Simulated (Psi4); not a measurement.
isopropylamine (C3H9N), singlet, geometry from GFN2-xTB, with bond 9-3 at 1.6 times its length. Base run: B3LYP/6-31G* (Psi4 1.11).

The Psi4 input:
```
memory 2 GB

molecule mol {
0 1
  C    -0.550747    1.208348    0.557764
  C    -0.020673    0.106768   -0.356475
  C     1.417966   -0.252719    0.005990
  N    -0.851409   -1.078139   -0.182948
  H     0.077072    2.092907    0.490693
  H    -0.559445    0.854269    1.584957
  H    -1.566069    1.481641    0.278042
  H    -0.035839    0.480381   -1.399895
  H     2.031909   -1.476709   -1.068942
  H     1.450773   -0.637602    1.021550
  H     2.057879    0.622864   -0.064471
  H    -0.530063   -1.829027   -0.784158
  H    -1.815395   -0.875126   -0.423915
}

set basis 6-31g*
set reference rks

energy('b3lyp')
print_variables()
```

The base run was repeated with changes; each row names its change, and settings that it needs were set with it.

```json
[
 {"change": "base", "ΔE vs base (µEh)": "0.0", "SCF cycles": "9", "grid points": "276655", "basis functions": "78"},
 {"change": "e_convergence = 1e-8", "ΔE vs base (µEh)": "0.0", "SCF cycles": "10", "grid points": "276655", "basis functions": "78"},
 {"change": "dft_nuclear_scheme = stratmann", "ΔE vs base (µEh)": "4.2", "SCF cycles": "9", "grid points": "254943", "basis functions": "78"},
 {"change": "guess = sapgau", "ΔE vs base (µEh)": "0.0", "SCF cycles": "10", "grid points": "276655", "basis functions": "78"},
 {"change": "guess = gwh", "ΔE vs base (µEh)": "0.0", "SCF cycles": "10", "grid points": "276655", "basis functions": "78"},
 {"change": "damping_percentage = 50", "ΔE vs base (µEh)": "1.9", "SCF cycles": "59", "grid points": "276655", "basis functions": "78"},
 {"change": "scf_type = dfdirj+cosx", "ΔE vs base (µEh)": "-38.8", "SCF cycles": "10", "grid points": "276655", "basis functions": "78"},
 {"change": "dft_radial_points = 35", "ΔE vs base (µEh)": "16.6", "SCF cycles": "9", "grid points": "131556", "basis functions": "78"},
 {"change": "dft_radial_points = 99", "ΔE vs base (µEh)": "0.0", "SCF cycles": "9", "grid points": "363244", "basis functions": "78"},
 {"change": "dft_spherical_points = 434", "ΔE vs base (µEh)": "5.8", "SCF cycles": "9", "grid points": "397279", "basis functions": "78"},
 {"change": "scf_type = direct", "ΔE vs base (µEh)": "63.5", "SCF cycles": "11", "grid points": "276655", "basis functions": "78"},
 {"change": "df_basis_scf = def2-universal-jkfit", "ΔE vs base (µEh)": "13.2", "SCF cycles": "9", "grid points": "276655", "basis functions": "78"},
 {"change": "scf_type = dfdirj+link", "ΔE vs base (µEh)": "-38.2", "SCF cycles": "9", "grid points": "276655", "basis functions": "78"}
]
```
